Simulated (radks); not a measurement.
Q: All-electron atom: the sulfur ion S+ in [Ne] 3s2 3p3. Method: Dirac Kohn-Sham, LDA (Slater exchange, Perdew-Wang correlation), spin-unpolarised, spherical densities, finite nucleus; open shells fill j = l - 1/2 first; Fermi nuclear charge, rms radius 3.2611 fm; computed with a radial shooting solver on a logarithmic mesh with Libxc functionals.

Spin-orbit splittings of the eigenvalues, e(l+1/2) - e(l-1/2), with zeta = 2 splitting/(2l+1) and mean radii in bohr:

shell  occ.  splitting (eV)  zeta (eV)  <r> j=l-1/2  <r> j=l+1/2
2p        6           1.261     0.8410       0.4416       0.4439
3p        3               ?          ?        1.890        1.897

Estimate the 3p splitting.

A: 0.1016 eV (zeta = 0.06775 eV).
